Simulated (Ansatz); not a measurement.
One change: `CC1=CC(C)=[O+][B-](O)(F)O1` becomes `CC(=O)C=C(C)C`.

Ansatz, PBE0-D4/def2-TZVP geometries, multiplicity 1. Each molecule was computed in one conformer, which needn't be the lowest.

```csv
property,`CC1=CC(C)=[O+][B-](O)(F)O1`
size of the dipole moment (PBE/def2-TZVPP) / D,6.34
HOMO–LUMO gap (ωB97M-V/def2-TZVPP) / eV,9.85
LUMO energy (B3LYP/def2-TZVPP) / eV,-2.33
HOMO energy (ωB97M-V/def2-TZVPP) / eV,-9.85
LUMO energy (PBE0/def2-TZVPP) / eV,-2.11
HOMO energy (B3LYP/def2-TZVPP) / eV,-7.50
```

Q: What does the change do to each property? (Estimate.)

A: The calculation gave: 
```json
{"property": "size of the dipole moment (PBE/def2-TZVPP) / D", "`CC(=O)C=C(C)C`": "2.86", "shift": "-3.48"}
{"property": "HOMO–LUMO gap (ωB97M-V/def2-TZVPP) / eV", "`CC(=O)C=C(C)C`": "10.19", "shift": "0.34"}
{"property": "LUMO energy (B3LYP/def2-TZVPP) / eV", "`CC(=O)C=C(C)C`": "-1.52", "shift": "0.81"}
{"property": "HOMO energy (ωB97M-V/def2-TZVPP) / eV", "`CC(=O)C=C(C)C`": "-9.36", "shift": "0.49"}
{"property": "LUMO energy (PBE0/def2-TZVPP) / eV", "`CC(=O)C=C(C)C`": "-1.31", "shift": "0.80"}
{"property": "HOMO energy (B3LYP/def2-TZVPP) / eV", "`CC(=O)C=C(C)C`": "-6.70", "shift": "0.80"}
```

Dipoles are sizes alone; their direction can turn.

B3LYP here is the variant with VWN-RPA as its local correlation; programs differ in this.
